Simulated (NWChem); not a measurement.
System meant: C4H6Si; SMILES C=CC#C[SiH3]

Here is an NWChem input.

```
start job
memory heap 200 mb stack 900 mb global 1100 mb
geometry units angstroms noautosym nocenter noautoz
  C      0.528851    -3.015446    -0.044825
  C     -0.458552    -2.112001     0.047830
  C     -0.265801    -0.703911     0.030018
  C     -0.129015     0.511270     0.017220
  Si     0.087167     2.326840    -0.003206
  H      1.573886    -2.711005    -0.142684
  H      0.309241    -4.085331    -0.024378
  H     -1.496586    -2.453090     0.145092
  H      0.746874     2.744585    -1.275755
  H      0.939176     2.749089     1.147840
  H     -1.243060     2.995882     0.101179
end
basis spherical
  * library 6-31g*
end
dft
  xc m06-2x
  iterations 150
end
property
  shielding
end
task dft property
```

End of the output:

```
 Vector   25  Occ=0.000000D+00  E= 7.885099D-02
              MO Center=  1.5D-01,  2.7D+00, -9.3D-03, r^2= 4.5D+00
   Bfn.  Coefficient  Atom+Function         Bfn.  Coefficient  Atom+Function
  ----- ------------  ---------------      ----- ------------  ---------------
    68      1.402537   5 Si py               48      0.736207   4 C  s
    50      0.589597   4 C  py               86     -0.353136  11 H  s
    82     -0.296886   9 H  s                84     -0.297493  10 H  s
    20      0.291060   2 C  s                36      0.284387   3 C  py
    64      0.268538   5 Si py               34      0.225619   3 C  s

 center of mass
 --------------
 x =  -0.01427288 y =   0.01131127 z =   0.01069308

 moments of inertia (a.u.)
 ------------------
        1359.947312984008           4.792464545046           4.027172401572
           4.792464545046          64.557184908928          -0.495662665159
           4.027172401572          -0.495662665159        1402.475459972602

     Multipole analysis of the density
     ---------------------------------

     L   x y z        total         alpha         beta         nuclear
     -   - - -        -----         -----         ----         -------
     0   0 0 0     -0.000000    -22.000000    -22.000000     44.000000

     1   1 0 0      0.009967     -0.092117     -0.092117      0.194201
     1   0 1 0     -0.411544     -0.106903     -0.106903     -0.197737
     1   0 0 1     -0.001018     -0.196916     -0.196916      0.392814

     2   2 0 0    -27.464331    -34.029114    -34.029114     40.593897
     2   1 1 0      0.251104      2.165380      2.165380     -4.079656
     2   1 0 1     -0.242661      1.287045      1.287045     -2.816750
     2   0 2 0    -23.011180   -396.793716   -396.793716    770.576251
     2   0 1 1     -0.027169     -0.217512     -0.217512      0.407854
     2   0 0 2    -30.031814    -20.426857    -20.426857     10.821899

          -----------------------------------------
          Chemical Shielding Tensors (GIAO, in ppm)
          -----------------------------------------

 ------------------------------------------------------------------------
  xm06: d2 not coded                    0
 ------------------------------------------------------------------------
 ------------------------------------------------------------------------
  current input line :
    26: task dft property
 ------------------------------------------------------------------------
 ------------------------------------------------------------------------
 This error has not yet been assigned to a category
 ------------------------------------------------------------------------
 For more information see the NWChem manual at https://nwchemgit.github.io

0: xm06: d2 not coded:Received an Error in Communication
```

Question: What is wrong, and how is it mended?

Answer: The run crashed. Cause: this functional's second derivatives, which shieldings need, aren't coded here; the fix takes a hybrid GGA instead. This input runs:
```
start job
memory heap 200 mb stack 900 mb global 1100 mb
geometry units angstroms noautosym nocenter noautoz
  C      0.528851    -3.015446    -0.044825
  C     -0.458552    -2.112001     0.047830
  C     -0.265801    -0.703911     0.030018
  C     -0.129015     0.511270     0.017220
  Si     0.087167     2.326840    -0.003206
  H      1.573886    -2.711005    -0.142684
  H      0.309241    -4.085331    -0.024378
  H     -1.496586    -2.453090     0.145092
  H      0.746874     2.744585    -1.275755
  H      0.939176     2.749089     1.147840
  H     -1.243060     2.995882     0.101179
end
basis spherical
  * library 6-31g*
end
dft
  xc pbe0
  iterations 150
end
property
  shielding
end
task dft property
```
It converges to -445.09837 Ha (PBE0/6-31G* (spherical d), GIAO).
